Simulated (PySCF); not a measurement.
# Reading the logs of faulty runs: B2H4N anion

These are calculations, not measurements. They come from PySCF 2.14.0, an open-source quantum chemistry program, on an isolated molecule that a program drew, which may never have been made. The molecule is B2H4N anion (charge -1, singlet), drawn as the SMILES string `[BH3-]B=N`.

Each row is a Hartree-Fock (HF) and frozen-core CCSD(T) single point in the aug-cc-pVDZ basis, meant for a local HF minimum. Run 1 is clean. Each other run has one planted mistake out of seven kinds, and not every kind appears here: one electron removed, one electron added, multiplicity raised by two, geometry at a saddle point, minimal basis STO-3G, one bond length entered in bohr, all coordinates scaled. The reference is restricted for singlets and unrestricted otherwise, and also for a bond in bohr. Adding or removing an electron swaps singlet and doublet. Electrons count all cores. HOMO and LUMO are orbital energies over both spins, the gradient is its largest component, and the lowest frequency (negative if imaginary) is given only where the gradient is small. Bond lengths are over the 6 bonds as drawn. T1 is the CCSD diagnostic: over 0.02 (restricted) or 0.045 (unrestricted) a single reference is doubtful.

Geometry of the clean run:
```xyz
7
B2H4N anion, angstrom
B     0.7876   -0.6518    0.9095
B     0.8766    0.7231   -0.1183
N     0.9418    1.7293   -0.8702
H     0.3195   -0.3149    2.0084
H     1.9253   -1.1212    1.0687
H     0.0539   -1.5074    0.3899
H     0.9925    2.5130   -1.4576
```

```
run,electrons,basis functions,<S^2>,HOMO (eV),LUMO (eV),gradient (hartree/bohr),lowest frequency (cm^-1),mean bond (Å),longest bond (Å),T1,HF (hartree),CCSD(T) (hartree),mistake
1,22,105,0.000,-5.56,3.72,3.4e-05,209,1.2801,1.719,0.0145,-106.16845,-106.59665,no fault
2,21,105,0.761,-10.81,-2.09,1.1e-01,-,1.2801,1.719,0.0866,-106.03372,-106.41756,one electron removed
3,22,105,0.233,-2.56,3.57,2.7e-02,-,1.4641,2.345,0.0466,-106.07707,-106.50793,one bond length entered in bohr
4,22,105,0.000,-5.56,3.71,2.1e-02,-,1.2583,1.690,0.0140,-106.16663,-106.59244,all coordinates scaled
5,22,105,2.010,0.06,1.81,9.0e-02,-,1.2801,1.719,0.0391,-106.02794,-106.40826,?
```

**Which mistake was planted in run 5, and what did it cost?**

Electrons, basis and geometry are unchanged, and <S^2> is 2.010, beside S(S+1) = 2.00 for a multiplicity of 3. So the mistake is: multiplicity raised by two. Subtracting run 1 and multiplying by 627.51 kcal/mol a hartree, the energy moved by 88.2 kcal/mol in HF and 118.2 kcal/mol in CCSD(T).

Cautions from the logs. Run 2: T1 is over the limit, so its CCSD(T) energy is less reliable; run 3: T1 is over the limit, so its CCSD(T) energy is less reliable; run 5: the HOMO is above zero, so the electron isn't bound and the energy depends on the basis.
